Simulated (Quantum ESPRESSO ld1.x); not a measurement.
The run below uses ld1.x (Quantum ESPRESSO 7.5).

```
 &input
    atom='Fe',
    iswitch=1,
    rel=1,
    lsd=1,
    dft='PZ',
    config='[Ar] 3d5.75 4s1 4p0.25',
    verbosity='high',
    prefix='ld1',
    max_out_wfc=37,
    file_charge='ld1.rho',
 /
```

It prints (banner and zero overlaps left out):

```
     Program LD1 v.7.5 starts

     --------------------------- All-electron run ----------------------------

     scalar relativistic calculation

     atomic number is 26.00
     dft =PZ   lsd =1 sic =0 latt =0  beta=0.20 tr2=1.0E-14
     Exchange-correlation= PZ
                           (   1   1   0   0   0   0   0)
     mesh =1983 r(mesh) =  99.27596 a.u. xmin = -8.00 dx = 0.00800
     1 Ry =  13.60569312 eV, c = 137.03599908

     n l     nl                  e(Ry)          e(Ha)          e(eV)
     1 0     1S 1( 1.00)    -513.983135896    -256.991567948  -6993.0968174
     2 0     2S 1( 1.00)     -60.907546964     -30.453773482   -828.6893929
     2 1     2P 1( 3.00)     -52.077981848     -26.038990924   -708.5570395
     3 0     3S 1( 1.00)      -7.748938303      -3.874469152   -105.4296766
     3 1     3P 1( 3.00)      -5.275721584      -2.637860792    -71.7798489
     3 2     3D 1( 5.00)      -1.414199779      -0.707099889    -19.2411682
     4 0     4S 1( 1.00)      -1.026737562      -0.513368781    -13.9694762
     4 1     4P 1( 0.25)      -0.628329322      -0.314164661     -8.5488559
     1 0     1S 2( 1.00)    -513.977409811    -256.988704905  -6993.0189100
     2 0     2S 2( 1.00)     -60.749063464     -30.374531732   -826.5331150
     2 1     2P 2( 3.00)     -51.954649081     -25.977324541   -706.8790117
     3 0     3S 2( 1.00)      -7.422691693      -3.711345847   -100.9908653
     3 1     3P 2( 3.00)      -4.955974031      -2.477987015    -67.4294618
     3 2     3D 2( 0.75)      -1.112352670      -0.556176335    -15.1343291
     4 0     4S 2( 0.00)      -0.856003247      -0.428001624    -11.6465175
     4 1     4P 2( 0.00)      -0.498887360      -0.249443680     -6.7877083

     final scf error:  7.3E-15 reached in  26 iterations

     Etot =   -2539.903361 Ry,   -1269.951680 Ha,  -34557.145688 eV
     Total magnetization:    5.50 Bohr mag.

     Ekin =    2569.196503 Ry,    1284.598251 Ha,   34955.699191 eV
     Encl =   -6060.457943 Ry,   -3030.228972 Ha,  -82456.730959 eV
     Eh   =    1057.695707 Ry,     528.847854 Ha,   14390.683210 eV
     Exc  =    -106.337628 Ry,     -53.168814 Ha,   -1446.797130 eV
```

Run on one thread of a shared host, so times are rough (Intel(R) Xeon(R) Processor @ 2.60GHz): 0.61 s of CPU time, 1.2 s wall, 26 iterations on 1983 mesh points.
